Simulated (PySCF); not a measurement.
**Correlation energy of Mg (magnesium, neutral)**

[Ne] 3s2, closed-shell 1S. All numbers are calculated (PySCF 2.14, the non-relativistic Hamiltonian (point nucleus), in aug-cc-pVTZ). Frozen: [Ne]; 2 electrons correlated.

With two correlated electrons CCSD is exact within the correlated space (frozen core and kept virtual orbitals).

```
level  correlation energy (mhartree)
 CCSD                         -33.75
```

Diagnostics: T1 = 0.016, D1 = 0.0230, largest double amplitude 0.080.

Cost of the coupled-cluster step: about 0.4 core-seconds, for 2 correlated electrons.

Iterations:

```
CC2 = 0
CCSD nocc = 1, nmo = 45
frozen orbitals [0, 1, 2, 3, 4]
max_cycle = 100
direct = 0
conv_tol = 1e-08
conv_tol_normt = 1e-06
diis_space = 8
diis_start_cycle = 0
Init t2, MP2 energy = -199.637063653629  E_corr(MP2) -0.0237125857110246
Init E_corr(CCSD) = -0.0237125857129428
cycle = 1  E_corr(CCSD) = -0.0288531401184881  dE = -0.00514055441  norm(t1,t2) = 0.0487981
cycle = 2  E_corr(CCSD) = -0.0312477311624768  dE = -0.00239459104  norm(t1,t2) = 0.0252166
cycle = 3  E_corr(CCSD) = -0.0337601301616764  dE = -0.002512399  norm(t1,t2) = 0.0135305
cycle = 4  E_corr(CCSD) = -0.0337350800378778  dE = 2.50501238e-05  norm(t1,t2) = 0.00113336
cycle = 5  E_corr(CCSD) = -0.0337596423220596  dE = -2.45622842e-05  norm(t1,t2) = 0.000134709
cycle = 6  E_corr(CCSD) = -0.0337515127256261  dE = 8.12959643e-06  norm(t1,t2) = 4.51942e-05
cycle = 7  E_corr(CCSD) = -0.0337507974502411  dE = 7.15275385e-07  norm(t1,t2) = 6.21191e-06
cycle = 8  E_corr(CCSD) = -0.0337512038531333  dE = -4.06402892e-07  norm(t1,t2) = 2.1116e-06
cycle = 9  E_corr(CCSD) = -0.0337510878638691  dE = 1.15989264e-07  norm(t1,t2) = 7.57734e-07
cycle = 10  E_corr(CCSD) = -0.033751075084168  dE = 1.27797011e-08  norm(t1,t2) = 8.74067e-08
cycle = 11  E_corr(CCSD) = -0.033751074749649  dE = 3.34519044e-10  norm(t1,t2) = 1.08243e-08
CCSD converged
E(CCSD) = -199.6471021426672  E_corr = -0.033751074749649
```
